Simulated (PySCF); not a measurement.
Correlation energy of Br⁸⁺ (bromine, charge +8)

Starting occupation: [Ar] 3d9, 3d3/2 with m_j = -3/2, -1/2, +1/2, +3/2, 3d5/2 with m_j = -3/2, -1/2, +1/2, +3/2, +5/2. All numbers are calculated (PySCF 2.14, X2C-1e with screened-nucleus spin-orbit coupling, Gaussian nucleus, in an uncontracted even-tempered set (18 s from 0.43 bohr⁻², ratio 2.8; 13 p from 0.56 bohr⁻², ratio 2.8; 9 d from 0.56 bohr⁻², ratio 2.8; 4 f from 4 bohr⁻², ratio 3)). Frozen: [Ne]; 17 electrons correlated; the 76 highest virtual spinors left out.

MP2 pair energies summed by pair of shells (mhartree):

```csv
pair,energy,share (%)
3d-3d,-300.18,47.3
3d-3p,-199.42,31.4
3p-3p,-55.79,8.8
3d-3s,-48.78,7.7
3p-3s,-25.86,4.1
3s-3s,-4.23,0.7
```

Total MP2 correlation energy: -634.25 mhartree.

The GHF reference relaxed away from the jj start to a determinant that is no pure jj level (⟨S²⟩ = 0.75, ⟨J²⟩ = 8.75); the energies belong to that determinant.
